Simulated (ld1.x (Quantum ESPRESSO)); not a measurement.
## calcium (Ca): one change to a TM potential, before and after

```json
{"Element": "calcium (Ca)", "Generator": "ld1.x (Quantum ESPRESSO) 7.5", "Type": "norm-conserving Troullier–Martins (Kleinman–Bylander form)", "Functional": "PBE", "Relativity": "fully relativistic", "Frozen core": "[Ar]", "Valence charge": "2", "Reference configuration": "3d0 4s1.5 4p0 (charge +0.5)", "Partial waves": "4p (bound, empty): rc 3.10 bohr; 3d (bound, empty): rc 2.45 bohr; 4s (bound): rc 3.25 bohr", "Local potential": "the s channel", "Core correction": "Bessel-smoothed model core, default radius (core density twice the valence density)"}
```

Open shells are filled in proportion to 2j + 1 (rel_dist='average').

Change: wave 4s (bound): rc 3.25 bohr becomes 4s (bound): rc 4.42 bohr.

Cutoffs: the cutoffs (Ry, on a coarse ladder) from which the occupation-weighted sum of valence levels, in a spherical-Bessel basis at the reference potential, stays within 10 and 1 mRy of its value at 400 Ry; they do not see the model core or the augmentation charge, which bear on the density cutoff. Errors are all-electron minus pseudo energies relative to the spin-unpolarised reference configuration.

**Question.** Predict the effect on cutoff, ghosts and configuration errors.

**Answer.** Both files are very soft, the changed one slightly softer (loose and tight cutoff 6 and 8 Ry → 6 and 6 Ry on this coarse ladder); of the 7 tests that both files solve, the error grows in 5 and shrinks in 2 by more than 15 % and 0.3 meV (median size 9.1 → 17.0 meV); neither file shows a bound ghost.

```csv
quantity,base,changed
"cutoff, loose",6 Ry,6 Ry
"cutoff, tight",8 Ry,6 Ry
bound ghosts,none,none
"error for 3d0 4s2 4p0, meV [ΔE -2.50 eV]",+0.3,+1.0
"error for 3d0 4s1 4p0, meV [ΔE 3.81 eV]",-0.3,-1.4
"error for 3d0 4s1 4p1, meV [ΔE -0.08 eV]",-1.3,-6.0
"error for 3d0.5 4s1.5 4p0, meV [ΔE -1.45 eV]",-35,-17
"error for 3d1 4s0 4p0, meV [ΔE 5.18 eV]",-170,-97
"error for 3d0 4s0 4p2, meV [ΔE 2.45 eV]",-9.7,-45
"error for 3d0 4s0 4p1, meV [ΔE 6.85 eV]",-9.1,-50
```

Base: The cutoffs count occupied waves only; the empty 3d level needs 30 Ry at the loose tolerance. Changed file: The cutoffs count occupied waves only; the empty 3d level needs 30 Ry at the loose tolerance.
